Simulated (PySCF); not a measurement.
# Excitation energy of Al⁺ by level of theory

Al⁺ [Ne] 3s2 (1S) → Al⁺ [Ne] 3s1 4s1 (3S), as a difference of total energies. Calculation: PySCF 2.14, in aug-cc-pCVTZ-DK; the spin-free X2C one-electron Hamiltonian (Gaussian nucleus). Correlated levels: valence and next inner shell: 1s2 frozen. The calculations carry no spin-orbit coupling.

```json
{"method": "UHF", "excitation energy (eV)": "10.269"}
{"method": "MP2 (valence and next inner shell)", "excitation energy (eV)": "11.094"}
{"method": "SCS-MP2 (valence and next inner shell)", "excitation energy (eV)": "11.270"}
{"method": "CCSD (valence and next inner shell)", "excitation energy (eV)": "11.237"}
{"method": "CCSD(T) (valence and next inner shell)", "excitation energy (eV)": "11.267"}
```

Problem. How much does correlation contribute at CCSD(T) (valence and next inner shell)?

Solution. 11.267 − (10.269) = 0.998 eV, measured against UHF.

Errors of the correlated levels include the incompleteness of this basis and the frozen core.

For comparison: 11.317 eV (measured; NIST levels).
